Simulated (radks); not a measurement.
All-electron atom: the sulfur ion S+ in [Ne] 3s2 3p3 (the NIST ground configuration).

All-electron calculation, Dirac Kohn-Sham, PBEsol, spin-unpolarised, spherical densities, point nucleus; open shells fill j = l - 1/2 first. Program: a radial shooting solver on a logarithmic mesh with Libxc functionals.

Energy parts (eV):
total: -10829.566
kinetic: 10876.249
electron-nucleus: -25686.195
Hartree: 4646.888
exchange-correlation: -666.507

Orbitals (lengths in bohr, moments of r in powers of bohr; r(90%) holds 90 % of the orbital's charge):
| orbital | occ. | eigenvalue (eV) | <r^4> | <r^2> | r(90%) |
|---|---|---|---|---|---|
| 1s1/2 | 2 | -2413.436 | 0.0004141 | 0.01266 | 0.173 |
| 2s1/2 | 2 | -222.9035 | 0.1361 | 0.2736 | 0.751 |
| 2p1/2 | 2 | -168.8453 | 0.1282 | 0.2434 | 0.735 |
| 2p3/2 | 4 | -167.5839 | 0.1305 | 0.2458 | 0.739 |
| 3s1/2 | 2 | -27.5384 | 15.77 | 3.099 | 2.47 |
| 3p1/2 | 2 | -16.8052 | 31.32 | 4.208 | 2.92 |
| 3p3/2 | 1 | -16.7059 | 31.78 | 4.239 | 2.94 |

The highest occupied level is 3p3/2 at -16.706 eV. For comparison, the ionisation energy in NIST's Atomic Spectra Database is 23.338 eV (measured). In exact Kohn-Sham theory the highest level is minus the ionisation energy, but local and semilocal functionals leave it too shallow, through self-interaction and a potential that decays too fast; potentials with the right tail come closer. Summed over all electrons, <r^2> = 20.89 bohr^2, which gives a Langevin (diamagnetic) susceptibility term of -16.5 x 10^-6 cm^3/mol.

Beside tabulated values, note that spin-unpolarised runs miss the spin-polarisation part of the exchange energy of open shells.
